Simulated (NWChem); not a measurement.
# C$_{2}$H$_{5}$ClGe; SMILES C=[C]([GeH3])Cl

```xyz
9

C     -1.7973    -1.0021     0.0000
C     -0.5089    -0.6556     0.0000
Cl     0.7354    -1.8796     0.0000
Ge     0.1657     1.1765     0.0000
H     -2.5705    -0.2291     0.0000
H     -2.1172    -2.0485     0.0000
H     -1.0395     2.1322     0.0000
H      1.0259     1.3947    -1.2540
H      1.0259     1.3947     1.2540
```
Atoms are numbered in this order, from 1.

Level: PBE0/def2-SVP (NWChem), optimised geometry, unscaled harmonic frequencies. 

Q: List the harmonic frequencies with IR intensities, and the thermochemistry.

A: 
```csv
frequency (cm⁻¹),IR intensity (km/mol)
119,0.0
175,1.3
298,6.7
322,0.7
506,16.1
589,25.0
622,49.5
723,4.1
781,20.1
832,174.0
877,27.4
889,30.7
929,39.5
1099,26.5
1384,7.0
1687,17.6
2167,84.7
2178,103.2
2180,91.3
3163,0.3
3269,0.1
```

- zero-point energy = 35.4 kcal/mol
- thermal correction to the enthalpy at 298.15 K (with zero-point energy) = 39.7 kcal/mol
- heat capacity Cv = 20.4 cal/(mol K)
- entropy at 298.15 K and 1 atm (symmetry number 1) = 78.8 cal/(mol K)
- dipole moment = 1.32 D

Rigid rotor and harmonic oscillator.
